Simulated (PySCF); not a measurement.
C₄H₁₀Si.
Geometry (GFN2-xTB, Å), atoms numbered from 1 in this order:
```xyz
15
C4H10Si angstrom
C      2.5881    0.2630   -0.6333
C      1.7274   -0.2254    0.2397
C      0.3882    0.3681    0.5390
C     -0.7340   -0.5985    0.1482
Si    -2.4718    0.0851    0.5045
H      2.3822    1.1653   -1.1865
H      3.5351   -0.2105   -0.8305
H      1.9567   -1.1362    0.7797
H      0.3196    0.5830    1.6094
H      0.2718    1.3090   -0.0022
H     -0.5892   -1.5406    0.6820
H     -0.6374   -0.8317   -0.9146
H     -3.4638   -0.9124    0.0994
H     -2.6026    0.3632    1.9366
H     -2.6748    1.3267   -0.2450
```

PySCF closed-shell single points with density fitting, gas phase. The input was altered on purpose; the results of an altered input aren't properties of the species above.

Problem. What comes out at PBE0/pcseg-1 with: at most 78 cycles, bond C1–C2 scaled by 1.3?

Solution. E = -447.3787 Eh; HOMO -5.85 eV, LUMO -1.13 eV (gap 4.72 eV), in 10 cycles. The distance C1···C2 goes from 1.320 to 1.716 Å, the nuclear repulsion from 211.93 to 212.41 Eh. Only C2 was moved, along that bond; its nearest neighbour is now H8 at 0.948 Å. With bonds stretched this far the closed-shell solution need not be the lowest.

Coordinates of the altered input:
```
atom  x, y, z in Å
C1     2.5881    0.2630   -0.6333
C2     1.4692   -0.3719    0.5016
C3     0.3882    0.3681    0.5390
C4    -0.7340   -0.5985    0.1482
Si5   -2.4718    0.0851    0.5045
H6     2.3822    1.1653   -1.1865
H7     3.5351   -0.2105   -0.8305
H8     1.9567   -1.1362    0.7797
H9     0.3196    0.5830    1.6094
H10    0.2718    1.3090   -0.0022
H11   -0.5892   -1.5406    0.6820
H12   -0.6374   -0.8317   -0.9146
H13   -3.4638   -0.9124    0.0994
H14   -2.6026    0.3632    1.9366
H15   -2.6748    1.3267   -0.2450
```

The SCF part of the output:
```
final grid: 110480 points
cycle   1  E = -447.3540607706  dE =  3.163e-01  |g| = 2.902e-01  |ddm| = 3.617e+00
cycle   2  E = -447.3516437192  dE =  2.417e-03  |g| = 3.140e-01  |ddm| = 6.450e-01
cycle   3  E = -447.3783719613  dE = -2.673e-02  |g| = 3.242e-02  |ddm| = 3.483e-01
cycle   4  E = -447.3783255680  dE =  4.639e-05  |g| = 3.426e-02  |ddm| = 6.029e-02
cycle   5  E = -447.3785931983  dE = -2.676e-04  |g| = 1.496e-02  |ddm| = 4.386e-02
cycle   6  E = -447.3786586847  dE = -6.549e-05  |g| = 2.157e-03  |ddm| = 1.667e-02
cycle   7  E = -447.3786599164  dE = -1.232e-06  |g| = 3.212e-04  |ddm| = 2.560e-03
cycle   8  E = -447.3786599414  dE = -2.499e-08  |g| = 9.414e-05  |ddm| = 4.358e-04
cycle   9  E = -447.3786599436  dE = -2.233e-09  |g| = 1.764e-05  |ddm| = 1.107e-04
cycle  10  E = -447.3786599437  dE = -8.583e-11  |g| = 3.442e-06  |ddm| = 3.139e-05
converged SCF energy = -447.3786599437
```
